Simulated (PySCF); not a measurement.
Al(F)2(OSiH3) (AlF₂H₃OSi), SMILES [F][Al]([F])[O][SiH3]. Heavy atoms are numbered as in [Al:1]([F:2])([F:3])[O:4][SiH3:5]. Hydrogens are named by the atom that carries them.

Geometry optimised at B3LYP-D3(BJ)/def2-SVP. The structure was generated by enumeration; whether it is a known compound was not checked. Other conformers were not sampled.

All values below come from PBE0/def2-TZVP (PySCF).

ESP charges are fitted to the potential on shells at 1.4 to 2.0 van der Waals radii. Atomic charges (e), one atom of each kind:

```csv
atom,Löwdin,Mulliken,ESP fit
Al1,-0.02,0.81,[?]
F2,-0.02,-0.34,[?]
O4,0.01,-0.31,[?]
Si5 (SiH3),0.17,0.26,0.35
H on Si5,-0.04,-0.03,-0.06
```

**Question.** Complete the blanks. (An estimate is asked for; the answer gives what the named calculation found.)

**Answer.** 
- Al1, ESP fit: 1.40
- F2, ESP fit: -0.48
- O4, ESP fit: -0.61
